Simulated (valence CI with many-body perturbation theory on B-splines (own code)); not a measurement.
Eu¹⁴⁺: E2, M1 decay

Method: relativistic CI+MBPT: three valence electrons over a frozen Dirac-Fock core [Kr] 4d10, radial functions for each j: 7 s, 7 p, 7 d, 7 f, 4 g, 2 h, with the one-electron correlation potential Σ1 (screened to all orders), the two-electron term Σ2, the three-electron term Σ3, Breit, model QED; selected single and double excitations, second order for the rest, scaled by the run's own slope (own B-spline code, finite nucleus).

No measured spectrum was set against this ion. As an estimate, terms of the open shell hold to a few per cent of their energy, and close levels can change places; configurations with another count of f electrons can be misplaced by thousands of cm⁻¹.

Lines 1 to 50 of 87 in falling wavelength, among levels below 609060 cm⁻¹, chosen from the decays that carry over 1 % of a level's rate. Wavelengths and rates use the calculated energies, so an error of 2000 cm⁻¹ moves a line at 4226 nm by 85 % and its rate by three times that or more. Electric multipoles are in the length gauge, E1 and E2 with the static RPA response of the core. S is in atomic units (e²a₀⁴ for E2 and M2, e²a₀⁶ for E3), for M1 in squared Bohr magnetons. Weak lines are less certain than strong ones. Lines between different terms over intervals too small for the method are left out, as are lines whose strength nearly cancels. Where a level lies close to another of its J and parity, the split of strength between their lines is uncertain. Intervals below about 2000 cm⁻¹, as at the head of this list, are uncertain by tens of per cent.

Names give the largest LS component (configuration and term), which can be under half, so a name can repeat, a term be missing and a line seem to break the LS rules; names also repeat where a configuration has a term twice. Letters in brackets count levels of one name in rising energy.

| λ vac (nm) | Upper | Lower | Type | A (s⁻¹) | S (a.u.) |
| --- | --- | --- | --- | --- | --- |
| 5676 | 4f²5s ⁴F_5/2 | 4f²5s ⁴F_3/2 | M1 | 2.24e-01 | 9.13e+00 |
| 5064 | 4f²5s ⁴F_9/2 | 4f²5s ⁴F_7/2 | M1 | 1.28e-01 | 6.17e+00 |
| 4226 | 4f²5s ⁴F_9/2 | 4f²5s ²H_9/2 | M1 | 2.29e-01 | 6.42e+00 |
| 3997 | 4f²5s ⁴F_7/2 | 4f²5s ⁴F_5/2 | M1 | 6.24e-01 | 1.18e+01 |
| 3837 | 4f²5s ⁴H_9/2 | 4f²5s ⁴H_7/2 | M1 | 7.01e-01 | 1.47e+01 |
| 3483 | 4f³ ²L°_17/2 | 4f³ ²L°_15/2 | M1 | 2.80e-01 | 7.91e+00 |
| 2676 | 4f²5s ²G_9/2 | 4f²5s ²G_7/2 | M1 | 4.83e-01 | 3.43e+00 |
| 2422 | 4f³ ⁴I°_11/2 | 4f³ ⁴I°_9/2 | M1 | 2.93e+00 | 1.85e+01 |
| 2409 | 4f²5s ⁴H_11/2 | 4f²5s ⁴H_9/2 | M1 | 3.18e+00 | 1.97e+01 |
| 2405 | 4f³ ²K°_15/2 | 4f³ ²K°_13/2 | M1 | 8.44e-01 | 6.96e+00 |
| 2362 | 4f³ ⁴I°_13/2 | 4f³ ⁴I°_11/2 | M1 | 3.64e+00 | 2.49e+01 |
| 2350 | 4f³ ⁴I°_15/2 | 4f³ ⁴I°_13/2 | M1 | 2.47e+00 | 1.90e+01 |
| 2294 | 4f³ ⁴S°_3/2 | 4f³ ⁴F°_3/2 | M1 | 1.65e-01 | 2.95e-01 |
| 2174 | 4f²5s ⁴H_13/2 | 4f²5s ⁴H_11/2 | M1 | 2.94e+00 | 1.57e+01 |
| 1808 | 4f²5s ²F_7/2 | 4f²5s ²G_9/2 | M1 | 5.30e-01 | 9.28e-01 |
| 1731 | 4f³ ⁴F°_9/2 | 4f³ ²H°_9/2 [a] | M1 | 2.33e+00 | 4.49e+00 |
| 1719 | 4f²5s ²H_11/2 | 4f²5s ⁴F_9/2 | M1 | 8.08e-01 | 1.82e+00 |
| 1545 | 4f²5s ²G_7/2 | 4f²5s ⁴F_7/2 | M1 | 4.83e-01 | 5.28e-01 |
| 1469 | 4f²5s ²H_9/2 | 4f²5s ⁴H_11/2 | M1 | 8.22e-01 | 9.66e-01 |
| 1467 | 4f²5s ²F_7/2 | 4f²5s ²F_5/2 | M1 | 3.12e+00 | 2.92e+00 |
| 1457 | 4f²5s ²G_7/2 | 4f²5s ²H_9/2 | M1 | 6.01e-01 | 5.51e-01 |
| 1420 | 4f³ ²H°_11/2 [a] | 4f³ ²H°_9/2 [a] | M1 | 3.21e+00 | 4.09e+00 |
| 1222 | 4f²5s ²H_11/2 | 4f²5s ²H_9/2 | M1 | 4.70e+00 | 3.81e+00 |
| 1214 | 4f²5s ²G_9/2 | 4f²5s ⁴F_9/2 | M1 | 4.33e+00 | 2.87e+00 |
| 1120 | 4f²5s ²F_5/2 | 4f²5s ⁴F_7/2 | M1 | 9.88e-01 | 3.09e-01 |
| 1114 | 4f²5s ²G_7/2 | 4f²5s ⁴F_5/2 | M1 | 1.19e+00 | 4.86e-01 |
| 1079 | 4f²5s ²F_7/2 | 4f²5s ²G_7/2 | M1 | 2.82e+00 | 1.05e+00 |
| 1032 | 4f²5s ⁴F_3/2 | 4f²5s ⁴H_7/2 | E2 | 3.37e-04 | 1.41e-01 |
| 979.3 | 4f²5s ²G_9/2 | 4f²5s ⁴F_7/2 | M1 | 3.53e+00 | 1.23e+00 |
| 962.3 | 4f²5s ²H_11/2 | 4f²5s ⁴H_13/2 | M1 | 1.26e+00 | 5.00e-01 |
| 960.4 | 4f³ ²P°_3/2 | 4f³ ²D°_3/2 [a] | M1 | 1.03e+01 | 1.35e+00 |
| 875.0 | 4f²5s ²F_5/2 | 4f²5s ⁴F_5/2 | M1 | 1.66e-01 | 2.48e-02 |
| 873.0 | 4f²5s ⁴F_5/2 | 4f²5s ⁴H_7/2 | M1 | 3.19e-02 | 4.73e-03 |
| 864.8 | 4f³ ²G°_9/2 [a] | 4f³ ⁴F°_9/2 | M1 | 6.84e+00 | 1.64e+00 |
| 785.8 | 4f³ ²D°_3/2 [a] | 4f³ ⁴S°_3/2 | M1 | 9.05e+00 | 6.51e-01 |
| 758.1 | 4f²5s ²F_5/2 | 4f²5s ⁴F_3/2 | M1 | 2.98e+00 | 2.89e-01 |
| 750.5 | 4f²5s ⁴F_9/2 | 4f²5s ⁴H_9/2 | M1 | 1.20e+00 | 1.88e-01 |
| 737.2 | 4f²5s ²H_9/2 | 4f²5s ⁴H_7/2 | M1 | 5.86e+00 | 8.71e-01 |
| 719.0 | 4f²5s ²D_5/2 | 4f²5s ²F_5/2 | M1 | 3.69e+00 | 3.05e-01 |
| 716.5 | 4f²5s ⁴F_7/2 | 4f²5s ⁴H_7/2 | M1 | 4.31e-01 | 4.70e-02 |
| 686.2 | 4f²5s ²D_3/2 | 4f²5s ²F_5/2 | M1 | 3.56e+00 | 1.71e-01 |
| 680.5 | 4f³ ²D°_3/2 [a] | 4f³ ⁴F°_5/2 | M1 | 6.68e+00 | 3.12e-01 |
| 673.0 | 4f³ ²L°_15/2 | 4f³ ²K°_15/2 | M1 | 6.05e+00 | 1.09e+00 |
| 667.0 | 4f²5s ²H_11/2 | 4f²5s ⁴H_11/2 | M1 | 1.46e-01 | 1.92e-02 |
| 635.3 | 4f²5s ²F_7/2 | 4f²5s ⁴F_7/2 | M1 | 2.19e+00 | 1.66e-01 |
| 627.7 | 4f²5s ⁴F_9/2 | 4f²5s ⁴H_7/2 | M1 | 1.65e+00 | 1.51e-01 |
| 619.8 | 4f²5s ²F_7/2 | 4f²5s ²H_9/2 | M1 | 6.39e-01 | 4.51e-02 |
| 611.2 | 4f²5s ²D_5/2 | 4f²5s ²G_7/2 | M1 | 1.04e+00 | 5.30e-02 |
| 603.2 | 4f³ ²P°_1/2 | 4f³ ⁴S°_3/2 | M1 | 6.31e+00 | 1.03e-01 |
| 585.3 | 4f³ ²D°_3/2 [a] | 4f³ ⁴F°_3/2 | M1 | 5.29e+00 | 1.57e-01 |
